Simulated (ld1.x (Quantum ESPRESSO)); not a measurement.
**What one change does to a pseudopotential (zirconium (Zr), RRKJ)**

```
Element                 : zirconium
Generator               : ld1.x (Quantum ESPRESSO) 7.5
Type                    : norm-conserving RRKJ (Kleinman–Bylander form)
Functional              : LDA (PZ)
Relativity              : fully relativistic
Frozen core             : [Ar] 3d10 4s2
Valence charge          : 10
Reference configuration : 4p6 4d2 5s1 5p0 (charge +1)
Partial waves           : 4p (bound): rc 1.75 bohr; 4d (bound): rc 1.85 bohr; 5s (bound): rc 3.10 bohr
Local potential         : the s channel
Core correction         : none
rho0                    : 0.02
```

Open shells are filled in proportion to 2j + 1 (rel_dist='average').

All-electron outer shells of the reference configuration (LDA (PZ), scalar-relativistic, ld1.x):

```
shell  level (eV)  outermost node (bohr)  outermost maximum (bohr)
   4s      -61.27                   0.55                      1.08
   4p      -39.25                   0.56                      1.17
   5s      -10.22                   1.46                      2.96
   4d      -10.19                   0.58                      1.59
   5p       -6.44                   1.68                      3.66
```

Change: type TM; local potential all-electron potential smoothed inside 1.60 bohr (lloc = -1); rho0 0.

Cutoffs: the cutoffs (Ry, on a coarse ladder) from which the occupation-weighted sum of valence levels, in a spherical-Bessel basis at the reference potential, stays within 10 and 1 mRy of its value at 400 Ry; they do not see the model core or the augmentation charge, which bear on the density cutoff. Errors are all-electron minus pseudo energies relative to the spin-unpolarised reference configuration.

Q: How do hardness, ghosts and transferability respond?

A: The potential gets softer (40 Ry and 55 Ry → 35 Ry and 50 Ry); a bound ghost appears in s, which as a rule spoils a file; of the 7 tests that both files solve, the error grows in 1 and shrinks in 6 by more than 15 % and 0.3 meV (median size 287.0 → 19.8 meV); the range in which the p1/2 phases agree widens (upper end -1.2 → 2.9); the range in which the p3/2 phases agree widens (upper end -1.2 → 3.0). Several settings change at once here, so the effects cannot be laid on one of them.

| quantity | base | changed |
| --- | --- | --- |
| cutoff, loose | 40 Ry | 35 Ry |
| cutoff, tight | 55 Ry | 50 Ry |
| loose cutoff by channel (10 mRy a level) | p 30 Ry, d 25 Ry, s 6 Ry | s 6 Ry, p 18 Ry, d 30 Ry |
| bound ghosts | none | s |
| error for 4p6 4d2 5s2 5p0, meV [ΔE -7.35 eV] | -1.4 | +0.6 |
| error for 4p6 4d2 5s0 5p0, meV [ΔE 13.24 eV] | -4.2 | -0.9 |
| error for 4p6 4d1 5s0 5p0, meV [ΔE 36.06 eV] | -12 | +65 |
| error for 4p6 4d2 5s1 5p1, meV [ΔE -4.24 eV] | -501 | +20 |
| error for 4p6 4d1 5s2 5p1, meV [ΔE -4.29 eV] | -730 | -3.3 |
| error for 4p5 4d2 5s2 5p0, meV [ΔE 30.74 eV] | -287 | -140 |
| error for 4p6 4d2 5s0 5p2, meV [ΔE -0.96 eV] | -1181 | +40 |
| s: phases at 3.34 bohr within 0.05 rad from the reference energy up to (Ry; the scan ends near 5) | 1.1 | 0.6 |
| p1/2: phases at 3.34 bohr within 0.05 rad from the reference energy up to (Ry; the scan ends near 5) | -1.2 | 2.9 |
| p3/2: phases at 3.34 bohr within 0.05 rad from the reference energy up to (Ry; the scan ends near 5) | -1.2 | 3.0 |
| d3/2: phases at 3.34 bohr within 0.05 rad from the reference energy up to (Ry; the scan ends near 5) | 0.2 | to the end of the scan |
| d5/2: phases at 3.34 bohr within 0.05 rad from the reference energy up to (Ry; the scan ends near 5) | 0.2 | to the end of the scan |

Base: These tests converged, but a pseudo level misses the all-electron one widely, so the file describes the atom poorly there or has found another state: 4p6 4d1 5s0 5p0: empty 5p by 2.2 eV. A true bound ghost makes a file unfit for plane-wave use even where its test errors are small: the radial tests pick states by their node count and pass the ghost by.
